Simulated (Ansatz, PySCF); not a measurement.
B(Br)3 cation (BBr₃), SMILES BrB(Br)Br (connectivity only; charge and spin as stated), charge +1, multiplicity 2. Atoms are numbered in the order given.

```xyz
4

B      0.0000     0.0000     0.0000
Br     1.8785     0.0000     0.0000
Br    -0.9392    -1.6268     0.0000
Br    -0.9392     1.6268     0.0000
```
Charge +1, spin multiplicity 2.

Geometry optimised at PBE0-D3(BJ)/def2-SVP. The multiplicity is an assumed one; no other spin state was optimised. The isomer is the one that the SMILES or the coordinates give; other isomers of the formula were not compared.

Two levels are set side by side: PBE-D3(BJ)/def2-SVP (Ansatz, a program for electronic structure) and PBE0-D3(BJ)/def2-SVP (Ansatz). Each level has its own optimised geometry; the coordinates shown are those of the second. Frequencies come from the Hessian of PySCF at each geometry. Differences are taken from unrounded values.

```
quantity                            PBE0-D3(BJ)  PBE-D3(BJ)  PBE-D3(BJ) minus PBE0-D3(BJ)
----------------------------------  -----------  ----------  ----------------------------
mean bond length (Å)                      1.878       1.895                         0.016
bond B1–Br2 (Å)                           1.878       1.895                         0.016
bond B1–Br3 (Å)                           1.878       1.895                         0.016
bond B1–Br4 (Å)                           1.878       1.895                         0.016
highest harmonic wavenumber (cm⁻¹)          752         766                            14
mean harmonic wavenumber (cm⁻¹)             383         393                            10
zero-point energy (kcal/mol)               3.29        3.37                          0.08
```

GGA bonds tend to be longer and softer than those of functionals with exact exchange. Differences between two approximate levels are no errors against the true value.
